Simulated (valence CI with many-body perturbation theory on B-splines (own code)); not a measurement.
**E1 line list for Ir⁷⁰⁺**

Level of theory: relativistic CI+MBPT: five valence electrons over a frozen Dirac-Fock core [He], a basis of 9 s, 9 p, 8 d, 6 f, 3 g, 1 h functions for each j, with the one-electron correlation potential Σ1 (screened to all orders), the two-electron term Σ2, the three-electron term Σ3, Breit, model QED; selected single and double excitations, second order for the rest (own B-spline code, finite nucleus).

No measured spectrum was set against this ion. As an estimate, large intervals hold to a few tenths of a per cent, small ones and those within an open d or f shell to about a per cent. Among the levels kept, up to 1200 cm⁻¹ of a level comes from second order outside the variational space, and about a tenth of that is noise between levels of different J, which matters for small intervals.

Lines 101 to 150 of 262 in falling wavelength, among levels below 12436 eV, chosen from the strongest by gf and those to the six lowest levels. Wavelengths and rates use the calculated energies. Electric multipoles are in the length gauge, E1 and E2 with the static RPA response of the core. Weak lines are less certain than strong ones. Lines between different terms over intervals too small for the method are left out, as are lines whose strength nearly cancels. The highest levels of a list are the least certain.

Levels are named by their leading jj configuration (3d3/2^4 stands for four electrons in 3d with j = 3/2), which in mixed levels can hold well under half, so a name can repeat and another be missing. Letters in brackets count levels of one name in rising energy.

```csv
λ vac (Å),Upper,Lower,A (s⁻¹),S (a.u.)
5.871,(2s 2p1/2^2 2p3/2 3d3/2) J=3/2 [b],(2s^2 2p1/2^2 3d3/2) J=3/2,1.75e+13,7.01e-03
5.867,(2s 2p1/2 2p3/2^3) J=5/2,(2s^2 2p1/2 2p3/2^2) J=3/2,8.67e+11,5.18e-04
5.861,(2p1/2^2 2p3/2^3) J=3/2,(2s 2p1/2^2 2p3/2^2) J=3/2,2.80e+13,1.11e-02
5.857,(2p1/2^2 2p3/2^3) J=3/2,(2s 2p1/2^2 2p3/2^2) J=1/2,6.55e+12,2.60e-03
5.856,(2s 2p1/2^2 2p3/2 3s) J=1/2,(2s^2 2p1/2^2 3s) J=1/2,1.89e+13,3.75e-03
5.855,(2s 2p1/2^2 2p3/2 3p1/2) J=1/2,(2s^2 2p1/2^2 3p1/2) J=1/2,1.92e+13,3.80e-03
5.855,(2s 2p1/2^2 2p3/2 3d3/2) J=5/2 [b],(2s^2 2p1/2^2 3d3/2) J=3/2,1.65e+13,9.79e-03
5.851,(2p1/2 2p3/2^4) J=1/2,(2s 2p1/2 2p3/2^3) J=1/2,1.83e+13,3.61e-03
5.851,(2s 2p1/2^2 2p3/2 3p1/2) J=3/2 [b],(2s^2 2p1/2^2 3p1/2) J=1/2,1.86e+13,7.35e-03
5.849,(2s 2p3/2^4) J=1/2,(2s^2 2p3/2^3) J=3/2,2.99e+13,5.90e-03
5.829,(2s 2p1/2^2 2p3/2 3s) J=3/2 [b],(2s^2 2p1/2^2 3s) J=1/2,1.76e+13,6.86e-03
5.828,(2s 2p1/2^2 2p3/2 3p3/2) J=3/2 [b],(2s^2 2p1/2^2 3p3/2) J=3/2,1.82e+13,7.13e-03
5.828,(2s 2p1/2^2 2p3/2 3d3/2) J=1/2 [b],(2s^2 2p1/2^2 3d3/2) J=3/2,1.94e+13,3.79e-03
5.814,(2s 2p1/2^2 2p3/2 3p3/2) J=1/2 [b],(2s^2 2p1/2^2 3p3/2) J=3/2,1.79e+13,3.47e-03
5.756,(2s 2p1/2^2 2p3/2^2) J=1/2,(2s^2 2p1/2^2 2p3/2) J=3/2,1.56e+13,2.94e-03
5.753,(2s 2p1/2^2 2p3/2^2) J=3/2,(2s^2 2p1/2^2 2p3/2) J=3/2,2.93e+13,1.10e-02
5.719,(2s 2p1/2 2p3/2^3) J=3/2 [b],(2s^2 2p1/2 2p3/2^2) J=5/2,2.53e+13,9.33e-03
5.678,(2s 2p1/2 2p3/2^3) J=1/2,(2s^2 2p1/2 2p3/2^2) J=3/2,2.59e+13,4.69e-03
5.659,(2s 2p1/2 2p3/2^3) J=3/2 [b],(2s^2 2p1/2 2p3/2^2) J=3/2,1.14e+12,4.08e-04
5.562,(2p1/2^2 2p3/2^3) J=3/2,(2s 2p1/2^2 2p3/2^2) J=5/2,7.95e+12,2.70e-03
3.312,(2s 2p1/2 2p3/2^3) J=3/2 [a],(2s^2 2p1/2^2 2p3/2) J=3/2,2.53e+10,1.82e-06
3.275,(2s 2p1/2 2p3/2^3) J=5/2,(2s^2 2p1/2^2 2p3/2) J=3/2,2.78e+09,2.89e-07
3.216,(2s 2p1/2 2p3/2^3) J=1/2,(2s^2 2p1/2^2 2p3/2) J=3/2,1.11e+11,3.64e-06
3.209,(2s 2p1/2 2p3/2^3) J=3/2 [b],(2s^2 2p1/2^2 2p3/2) J=3/2,6.32e+10,4.12e-06
3.199,(2s 2p3/2^4) J=1/2,(2s^2 2p1/2 2p3/2^2) J=3/2,1.47e+11,4.75e-06
1.653,(2s^2 2p1/2^2 3p1/2) J=1/2,(2s 2p1/2^2 2p3/2^2) J=1/2,8.24e+10,3.68e-07
1.592,(2s^2 2p1/2^2 3s) J=1/2,(2s^2 2p1/2 2p3/2^2) J=1/2,2.07e+10,8.25e-08
1.548,(2s^2 2p1/2^2 3p3/2) J=3/2,(2s 2p1/2^2 2p3/2^2) J=1/2,2.43e+10,1.78e-07
1.527,(2s^2 2p1/2^2 3p3/2) J=3/2,(2s 2p1/2^2 2p3/2^2) J=5/2,1.28e+11,9.03e-07
1.458,(2s^2 2p1/2^2 3d3/2) J=3/2,(2s^2 2p1/2 2p3/2^2) J=1/2,3.85e+10,2.35e-07
1.444,(2s^2 2p1/2^2 3d3/2) J=3/2,(2s^2 2p1/2 2p3/2^2) J=3/2,8.87e+10,5.28e-07
1.425,(2s^2 2p1/2^2 3d5/2) J=5/2,(2s^2 2p1/2 2p3/2^2) J=5/2,1.01e+10,8.63e-08
1.421,(2s^2 2p1/2^2 3d5/2) J=5/2,(2s^2 2p1/2 2p3/2^2) J=3/2,6.05e+09,5.14e-08
1.349,(2s^2 2p1/2 2p3/2 3p1/2) J=3/2 [a],(2s 2p1/2^2 2p3/2^2) J=1/2,6.66e+10,3.22e-07
1.340,(2s^2 2p1/2 2p3/2 3p1/2) J=3/2 [b],(2s 2p1/2^2 2p3/2^2) J=1/2,6.46e+11,3.07e-06
1.332,(2s^2 2p1/2 2p3/2 3p1/2) J=3/2 [a],(2s 2p1/2^2 2p3/2^2) J=5/2,1.70e+10,7.93e-08
1.330,(2s^2 2p1/2 2p3/2 3p1/2) J=5/2,(2s 2p1/2^2 2p3/2^2) J=5/2,2.41e+11,1.68e-06
1.324,(2s^2 2p1/2 2p3/2 3p1/2) J=3/2 [b],(2s 2p1/2^2 2p3/2^2) J=5/2,8.03e+11,3.68e-06
1.314,(2s 2p1/2^2 2p3/2 3s) J=3/2 [a],(2s 2p1/2^2 2p3/2^2) J=1/2,9.15e+13,4.10e-04
1.308,(2s^2 2p1/2 2p3/2 3s) J=3/2 [a],(2s^2 2p1/2 2p3/2^2) J=1/2,8.91e+11,3.93e-06
1.306,(2s^2 2p1/2 2p3/2 3s) J=1/2,(2s^2 2p1/2 2p3/2^2) J=1/2,9.61e+13,2.11e-04
1.305,(2s 2p1/2^2 2p3/2 3s) J=1/2,(2s 2p1/2^2 2p3/2^2) J=3/2,2.26e+14,4.96e-04
1.304,(2s 2p1/2^2 2p3/2 3s) J=1/2,(2s 2p1/2^2 2p3/2^2) J=1/2,1.00e+14,2.19e-04
1.304,(2s^2 2p1/2 2p3/2 3s) J=3/2 [b],(2s^2 2p1/2 2p3/2^2) J=1/2,9.49e+13,4.16e-04
1.303,(2s 2p1/2^2 2p3/2 3s) J=3/2 [b],(2s 2p1/2^2 2p3/2^2) J=3/2,1.21e+14,5.31e-04
1.303,(2s 2p1/2^2 2p3/2 3s) J=3/2 [b],(2s 2p1/2^2 2p3/2^2) J=1/2,1.66e+11,7.24e-07
1.303,(2s 2p1/2^2 2p3/2 3s) J=5/2,(2s 2p1/2^2 2p3/2^2) J=5/2,1.31e+14,8.57e-04
1.300,(2s^2 2p1/2 2p3/2 3s) J=3/2 [a],(2s^2 2p1/2 2p3/2^2) J=5/2,2.69e+13,1.17e-04
1.299,(2s^2 2p1/2^2 3s) J=1/2,(2s^2 2p1/2^2 2p3/2) J=3/2,2.75e+14,5.95e-04
1.299,(2s 2p1/2^2 2p3/2 3s) J=3/2 [a],(2s 2p1/2^2 2p3/2^2) J=5/2,2.09e+14,9.05e-04
```
